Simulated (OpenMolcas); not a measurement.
Ru2+ among 6 point charges of -1 e arranged as a tetragonal octahedron (D4h), 2.39 Å from the ion, with the axial distance 2.079 Å.

* Program: OpenMolcas
* Method: SS-CASPT2, IPEA 0.25 Eh, imaginary shift 0.1 Eh (closed shells correlated: 4s 4p)
* Basis: ANO-RCC-VDZP [6s5p3d1f]
* Scalar Hamiltonian: DKH2, point nucleus
* Active space: 6 electrons in 5 orbitals (4d)
* State averaging: 2S+1 = 5 even, 5 roots; 2S+1 = 3 even, 45 roots; 2S+1 = 1 even, 50 roots
* Spin-orbit coupling: RASSI with atomic mean-field integrals over the reference wave functions

Question: What is the spin-free ground state (labels of D4, the rotations of D4h)?

Answer: 5B2, 1-fold in its orbital part, 100 % from free-ion D terms; it has the highest spin that d6 allows.

Question: Where is the first state of the same spin?

Answer: 5E at 1910 cm-1 above the ground state.

Question: What are the lowest two levels with spin-orbit coupling?

Answer: A 1-fold level A1, then a 1-fold level A2 8 cm-1 above it. Their leading multiplicities are 5 (99 %) and 5 (99 %).

Question: What is χT at 300 K, and how does it compare with the textbook value?

Answer: The lowest level has 2S+1 = 5, for which the spin-only value is χT = S(S+1) / 2 = 3.000 cm3 K/mol (g = 2). The computed 4.107 at 300 K differs by +1.107, through orbital momentum, spin-orbit coupling and any other state in reach.

Point charges give a weaker field than real ligands, and real ions of this kind are as a rule low spin; the high spin found here belongs to the model. Free-ion shares, where given, are those of the reference states; single-state CASPT2 does not remix them. Point charges carry no covalency, so the field is a model and not that of real ligands. No measured value stands beside these numbers.
